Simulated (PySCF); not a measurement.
**Low-lying terms of Hg(2+) (mercury, charge +2)**

Ground state [Xe] 4f14 5d10, ¹S. All numbers are calculated (PySCF 2.14, a scalar-relativistic core potential, in aug-cc-pVTZ-PP with one added diffuse shell each of s, p, d, f, g type with ECP60MDF (7s7p6d4f3g, 113 functions)). Vertical excitation energies in eV without spin-orbit coupling; excited terms of each kind are numbered among those the solver found. Frozen: 5s2 5p6.

| term | leading excitation | EOM-EE-CCSD |
| --- | --- | --- |
| 1 3D | 5d → s | 6.348 |
| 1 1D | 5d → s | 7.129 |
| 1 3P° | 5d → p | 14.694 |
| 1 3F° | 5d → p | 15.076 |
| 1 1F° | 5d → p | 15.381 |
| 1 1D° | 5d → p | 15.673 |
| 1 3D° | 5d → p | 15.740 |
| 1 1P° | 5d → p | 16.015 |
| 2 3D | 5d → s | 23.476 |
| 2 1D | 5d → s | 23.637 |

The spin-orbit splitting of the hole, absent here, rivals or exceeds the spacing of these terms, so the LS terms are model states.

The solver can miss terms. Rydberg members are limited by the diffuse functions of the basis.
